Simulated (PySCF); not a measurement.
**Spinor energies of I⁺ (iodine, charge +1)**

Start: [Kr] 4d10 5s2 5p4; 5p1/2 filled at m_j = +1/2; 5p3/2 filled at m_j = -1/2, +1/2, +3/2. Calculated with PySCF 2.14 in x2c-TZVPall-2c (8s9p5d2f, 74 functions): generalised Hartree-Fock with the X2C-1e Hamiltonian and a Gaussian nucleus; one run each with spin-orbit coupling (SO) switched off, then screened by Boettger's factors. This is a chosen level, not necessarily the ground level.

```tsv
spinor shell	electrons	ε, spin-free (eV)	ε, screened SO (eV)	weight of nominal j (screened SO)	rms radius, screened SO (bohr)
1s1/2	2	-33343.8	-33339.9	1.000	0.0311
2s1/2	2	-5259.6	-5258.4	1.000	0.127
2p1/2	2	-4714.7	-4922.3	1.000	0.109
2p3/2	4	-4714.7	-4620.9	1.000	0.115
3s1/2	2	-1112.0	-1111.5	1.000	0.334
3p1/2	2	-931.15	-971.26	1.000	0.327
3p3/2	4	-931.15	-912.71	1.000	0.338
3d3/2	4	-660.83	-667.74	1.000	0.311
3d5/2	6	-660.83	-655.67	1.000	0.314
4s1/2	2	-220.69	-220.45	1.000	0.787
4p1/2	2	-161.44	-169.28	1.000	0.826
4p3/2	4	-161.44	-157.61	1.000	0.855
4d3/2	4	-72.268	-73.234	0.995	0.987
4d5/2	6	-72.268	-71.301	0.997	0.997
5s1/2	2	-32.300	-32.223	0.999	2.09
5p3/2	3	-19.908	-20.438	0.539	2.49
5p1/2	1	-19.908	-18.613	0.516	2.53
```

| quantity | spin-free | screened SO |
| --- | --- | --- |
| E (hartree) | -7111.29934 | -7113.45212 |
| M_J | 2 | 2 |
| ⟨J²⟩ | 6.013 | 6.025 |
| ⟨L²⟩ | 2.009 | 2.367 |
| ⟨S²⟩ | 2.003 | 1.862 |

Each row is a mean over spinors that exchange with the open shell spreads, by up to 4.628 eV (5s1/2).

Rows whose weight is well below 1 are mixtures of j = l ± 1/2: exchange outweighs spin-orbit coupling there, and the label is only the starting occupation.

Breit and QED terms are absent; they matter most for the inner s and p1/2 levels.

Densities and radii are taken from the X2C orbitals without a picture-change correction, which distorts them close to the nucleus.

Without spin-orbit coupling the j labels of p, d and f shells carry no meaning; the spin-free column gives the mean over the occupied spinors of each nl shell.
